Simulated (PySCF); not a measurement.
These compounds are isomers of formula C6H9FO2.

A. SMILES CO[C@H]1C[C@H](C(=O)F)C1
B. `CO[C@@]1(F)C=COCC1`
C. SMILES C1(OCC)=C(F)COC1

Spectrum 1. $^{1}$H NMR (500 MHz, computed): δ 6.47 (m, 1H), 4.98 (m, 1H), 4.06 (m, 1H), 3.96 (m, 1H), 3.42 (s, 3H), 1.84 (m, 1H), 1.67 (m, 1H). $^{13}$C{$^{1}$H} NMR (computed): δ 155.4 (CH), 107.8 (CH), 106.8 (C), 64.3 (CH2), 49.6 (CH3), 32.7 (CH2).

Spectrum 2. $^{1}$H NMR (500 MHz, computed): δ 4.75 (m, 2H), 4.53 (s, 2H), 4.08 (q, 2H), 1.31 (t, 3H). $^{13}$C{$^{1}$H} NMR (computed): δ 136.0 (C), 133.5 (C), 74.2 (CH2), 72.8 (CH2), 66.5 (CH2), 17.0 (CH3).

Spectrum 3. $^{1}$H NMR (500 MHz, computed): δ 3.64 (m, 1H), 3.16 (s, 3H), 2.65 (m, 1H), 2.49 (m, 2H), 2.04 (m, 2H). $^{13}$C{$^{1}$H} NMR (computed): δ 174.1 (C), 72.3 (CH), 55.4 (CH3), 33.9 (CH2), 30.1 (CH).

- structure optimised with PBE0-D3(BJ)/def2-SVP
- PBE0/pcSseg-1 with gauge-including orbitals
- code: PySCF
- in vacuum, one computed conformer, non-relativistic Hamiltonian, rapidly exchanging positions averaged

Referencing at the same level of theory: $^{1}$H (31.27 ppm) and $^{13}$C (184.41 ppm) against TMS. Splittings of carbon signals by F and P are missing where no couplings were computed. Where no couplings were computed, multiplicities follow the n + 1 count of equivalent neighbours, and m marks all less simple cases (inequivalent or close neighbours, rings, F or P nearby). Shifts are as computed. Against solution values, carbons near 30 ppm lie about +2 ppm off and those near 130 ppm about +5 ppm. Of 1313 compounds with measured shifts, 239 miss one by over three times the rms of a fit or turn the order of signals round; such compounds aren't used in these exercises.

Which spectrum belongs to which compound?

Results:

1–B, 2–C, 3–A.

- Spectrum 1 (B): 6 $^{13}$C signals; δC 155.4 is an alkene carbon bearing oxygen; δC 107.8 is a β carbon of an enol-ether or enamine type C=C.
- Spectrum 2 (C): 6 $^{13}$C signals; δC 133.5 is an alkene carbon bearing oxygen; δC 74.2 is an allylic sp3 CH2 bonded to O.
- Spectrum 3 (A): 5 $^{13}$C signals; δC 72.3 is an sp3 CH bonded to O; δC 55.4 is a methyl carbon bonded to O.
